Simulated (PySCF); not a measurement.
Bond curve of SeO⁺

Set-up: basis Se pcseg-1, O pcseg-1; no relativity; PySCF 2.14. Energies in eV from Se⁺ + O in their ground configurations at the same level. All curves are PBE0. state 1: ²Π (doublet), unpaired electrons π ↑; state 2: ⁴Π (quartet), unpaired electrons π ↑↑↑, a second solution, started from another occupation; state 3: Ms = 0.5 determinant of mixed spin (⟨S²⟩ near 1.8), unpaired electrons π ↑↑↓, a mixture of terms (⟨Lz²⟩ = 3.0), a second solution, started from another occupation; state 4: sextet, unpaired electrons σ ↑, π ↑↑↑↑, a second solution, started from another occupation.

| R (Å) | state 1 | state 2 | state 3 | state 4 |
| --- | --- | --- | --- | --- |
| 1.375 | -1.294 | 4.182 | 4.723 | 16.8910 |
| 1.439 | -2.487 | 2.097 | 2.640 | 13.5840 |
| 1.503 | -3.137 | 0.635 | 1.178 | 10.9029 |
| 1.551 | -3.364 | -0.150 | 0.393 | 9.2179 |
| 1.599 | -3.426 | -0.729 | -0.187 | 7.7575 |
| 1.647 | -3.360 | -1.141 | -0.600 | 6.4931 |
| 1.711 | -3.126 | -1.487 | -0.948 | 5.0706 |
| 1.791 | -2.674 | -1.675 | -1.139 | 3.6420 |
| 1.887 | -1.997 | -1.655 | -1.125 | 2.3456 |
| 2.015 | -1.001 | -1.374 | -0.856 | 1.1512 |

Problem. Put a parabola through the three lowest points of the state 1 curve and estimate Re, k and ωe (reduced mass 13.33 u; 1 eV/Å² = 0.16022 mdyn/Å; ωe = 1302.8·√(k/μ) cm⁻¹).

Solution. Through R = 1.551, 1.599, 1.647 Å the second-order coefficient is 27.8 eV/Å², so Re ≈ 1.598 Å, k ≈ 8.90 mdyn/Å and ωe ≈ 1065 cm⁻¹. A polynomial fit of higher order to the unrounded PBE0 energies gives Re = 1.596 Å, k = 8.97 mdyn/Å, ωe = 1069 cm⁻¹; anharmonicity and rounding make the difference.

The higher-order fit for each curve: state 1: Re = 1.596 Å, ωe = 1069 cm⁻¹, De = 3.43 eV; state 2: Re = 1.828 Å, ωe = 709 cm⁻¹, minimum 1.69 eV below the ground-state fragments; state 3: Re = 1.830 Å, ωe = 702 cm⁻¹, minimum 1.16 eV below the ground-state fragments. State 4 gave no clean fit.

Spin–orbit coupling is left out. For an ion De counts to the pair picked by the measured ionisation energies or electron affinities, which need not be the lowest pair at this level. The state is the lowest determinant that a PBE0 search found; another state may lie lower at other levels.
